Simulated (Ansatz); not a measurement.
C$_{5}$H$_{9}$O$_{2}$ (SMILES [CH2]C(C)OC(C)=O), doublet, geometry from GFN2-xTB. Base run: PBE/STO-3G run with Ansatz (a program for electronic structure).

Geometry (Å):
```xyz
16

C     -1.9323    -0.8788    -1.0831
C     -1.1662    -0.1451    -0.0708
C     -1.7563     1.2256     0.2653
O      0.1907     0.0131    -0.5466
C      1.1768    -0.1167     0.3396
C      2.5198     0.0590    -0.3211
O      1.0098    -0.3619     1.5062
H     -1.4487    -1.6262    -1.6789
H     -2.9609    -0.6425    -1.2608
H     -1.0855    -0.7233     0.8734
H     -1.7700     1.8509    -0.6241
H     -2.7701     1.1047     0.6351
H     -1.1562     1.7103     1.0315
H      2.9057    -0.9245    -0.5830
H      2.4199     0.6521    -1.2245
H      3.2105     0.5250     0.3755
```
Charge 0, spin multiplicity 2.
Orbitals are unrestricted.
All else is at Ansatz's defaults.

Each row names what was changed in the base input (with any setting that the change needs).

| change | basis functions | E (Eh) |
|---|---|---|
| base | 44 | -341.45183 |
| basis = 3-21G | 81 | (withheld) |
| basis = pcseg-0 | 81 | -344.99919 |
| basis = 6-31G | 81 | (withheld) |
| basis = def2-SV(P) | 116 | -345.64654 |
| basis = 6-31G* | 123 | -345.91911 |
| basis = def2-SVP | 143 | (withheld) |
| basis = pc-1 | 143 | -345.86841 |
| basis = pcseg-1 | 143 | -345.86339 |
| basis = cc-pVDZ | 143 | -345.93821 |
| basis = 6-311G** | 180 | -346.01682 |
| basis = 6-311++G** | (withheld) | (withheld) |
| basis = aug-cc-pVDZ | 242 | -345.96835 |

Q: Some entries are withheld; supply them.

A: 
- basis = 3-21G, E (Eh): -344.01615
- basis = 6-31G, E (Eh): -345.81937
- basis = def2-SVP, E (Eh): -345.66854
- basis = 6-311++G**, basis functions: 217
- basis = 6-311++G**, E (Eh): -346.02530

Totals compare only among sets that treat the same electrons; sets with core potentials leave the core out.
